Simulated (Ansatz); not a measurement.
`[SH][SnH2][Cl]` + HCl → `[Cl][SnH2][Cl]` + H₂S at 600 K and 1 bar (ligand exchange at the Sn–S bond).

Gas-phase electronic energies from Ansatz, PBE0-D4/def2-TZVP geometries. CBS: MP2 limit from def2 TZ/QZ plus the TZ coupled-cluster correction, frozen cores. This one scheme is used for every species. def2 core potentials past Kr. For Sn outer-core shells are correlated without core-valence functions, which leaves a few kJ/mol of doubt a bond. One conformer a species, not always the lowest.

```
         species  CCSD(T)/CBS energy (Eh)  H − E (kJ/mol)  S (J/(mol·K))
`[SH][SnH2][Cl]`              -1073.44145           110.1          401.0
             HCl               -460.38127            35.4          207.2
`[Cl][SnH2][Cl]`              -1134.85982            82.8          371.5
             H₂S               -398.97279            60.8          230.9
```

H − E and S are ideal-gas, rigid-rotor, harmonic terms from PBE0-D4/def2-TZVP, for one conformer and one mirror image of each species. 1 Eh = 2625.50 kJ/mol, R = 8.31446 J/(mol·K).

Question: By hand: ΔE, ΔH, ΔS and ΔG.

Answer: ΔE = (-1134.85982) + (-398.97279) − (-1073.44145) − (-460.38127) = -0.00989 Eh = -26.0 kJ/mol. Δ(H − E) = 82.8 + 60.8 − 110.1 − 35.4 = -1.9, so ΔH = -27.9 kJ/mol. ΔS = 371.5 + 230.9 − 401.0 − 207.2 = -5.8 J/(mol·K). ΔG = -27.9 − 600 × (-5.8)/1000 = -24.4 kJ/mol.

Question: By hand: the equilibrium constant, and the temperature at which ΔG would vanish if ΔH and ΔS stayed fixed.

Answer: log₁₀ K = −ΔG/(RT ln 10) = 2.1. ΔG = 0 at ΔH/ΔS = 4810 K, far beyond where these terms or the molecules hold.

The number of gas molecules stays the same, so ΔS is small and ΔH decides. A doubt of 5 kJ/mol in ΔE shifts log₁₀ K by 0.4 here. Other conformers and mirror images would add mixing entropy, several J/(mol·K) or more a flexible species. These are equilibria of isolated gas molecules and say nothing of rates. Largest T1 diagnostic: 0.012 (customary marks: 0.02 for closed shells, 0.045 for open ones).
